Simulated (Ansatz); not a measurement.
# Abstraction of H: CHClF2 + GeH(GeH3)(OH) → CClF2 + GeH2(GeH3)(OH)

Gas-phase species: CHClF2 (difluorochloromethane) `FC(F)Cl`, singlet; GeH(GeH3)(OH), doublet; CClF2 `F[C](F)Cl`, doublet; GeH2(GeH3)(OH), singlet. A radical takes H: the energy is the difference in strength between the C–H bond broken and the Ge–H bond made.

Shapes, held fixed at every level: PBE0-D4/def2-TZVP. Flexible molecules stand in one conformer, not always the lowest. Programs: Ansatz 0.2.0. The zero-point and thermal change to 298 K, harmonic and unscaled (PBE0-D4/def2-TZVP), is -10.6 kJ/mol.

```csv
level,kind,ΔH(298 K) (kJ/mol),less CCSD(T)/def2-TZVPP
SPW92/def2-TZVPP,LDA,+87.5,+7.2
r2SCAN-D4/def2-TZVPP,meta-GGA,+74.2,-6.1
B3LYP-D4/def2-TZVPP,global hybrid,+82.6,+2.3
wB97M-V/def2-TZVPP,range-separated hybrid,+89.5,+9.2
wB97X-V/def2-TZVPP,range-separated hybrid,+76.5,-3.8
B2PLYP/def2-TZVPP,double hybrid,+81.7,+1.4
CCSD/def2-SVP,coupled cluster or CI,+75.3,-5.0
CCSD(T)/def2-TZVPP,coupled cluster or CI,+80.3,0.0
```

The highest level, CCSD(T)/def2-TZVPP, gives ΔH(298 K) = +80.3 kJ/mol; the levels span +74.2 to +89.5. The column of differences is taken from that level and isn't an error. No measured value is set beside it here. Open shells run unrestricted. Relativity is left out for Ge. Outer-core shells of Ge are correlated, in sets that cover them unevenly.
